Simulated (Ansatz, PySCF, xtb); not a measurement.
Gas-phase reaction 2 R1 + R2 → P1 + P2 + P3, each structure at its B3LYP-D3(BJ)/def2-TZVP stationary point, reached from a drawn start (curvature not checked).
P1, CH4 (SMILES C) (charge 0, multiplicity 1, Z-matrix in Å and degrees):
```
C
H 1 1.0893
H 1 1.0893 2 109.47
H 1 1.0893 2 109.47 3 -120.00
H 1 1.0893 2 109.47 3 120.00
```
R1, H2 (SMILES [H][H]) (charge 0, multiplicity 1):
```csv
atom,x (Å),y (Å),z (Å)
H,0.0000,0.0000,0.3720
H,0.0000,0.0000,-0.3720
```
P2: HF (SMILES F), charge 0, multiplicity 1.
P3, SiH4 (SMILES [SiH4]) (charge 0, multiplicity 1):
```
atom    x (Å)    y (Å)    z (Å)
----  -------  -------  -------
Si     0.0000   0.0000   0.0000
H      0.8547   0.8547   0.8547
H     -0.8547  -0.8547   0.8547
H     -0.8547   0.8547  -0.8547
H      0.8547  -0.8547  -0.8547
```
R2, CH5FSi (SMILES C[SiH2]F) (charge 0, multiplicity 1, Z-matrix in Å and degrees):
```
Si
F 1 1.6106
H 1 1.4797 2 107.27
H 1 1.4797 3 109.84 2 -116.27
C 1 1.8584 3 111.51 4 -124.13
H 5 1.0915 1 111.13 3 -178.77
H 5 1.0915 6 108.33 1 -122.35
H 5 1.0932 6 108.02 7 -116.78
```

P less R. No zero-point or thermal terms.

Correlated levels freeze the cores.

Run with Ansatz (a first-principles code) with Gaussian orbitals; PySCF for the D3/D4 terms; xtb for the GFN methods. No computed number here is a measurement.

The comparison value is 0.943 eV (CCSD(T)/cc-pV(Q+d)Z). It is a level with limits of its own, not the exact answer.

Question: Order these levels by how close they come to the comparison value for the reaction energy, closest first: BLYP-D4/def2-TZVPP, BHLYP/def2-TZVPP, HF/cc-pV(T+d)Z, revPBE-D3(BJ)/def2-TZVPP, GFN1-xTB. Give each level's value less the comparison value.

Answer: BLYP-D4/def2-TZVPP (0.003 eV), revPBE-D3(BJ)/def2-TZVPP (-0.067 eV), BHLYP/def2-TZVPP (-0.112 eV), HF/cc-pV(T+d)Z (-0.196 eV), GFN1-xTB (-0.307 eV)
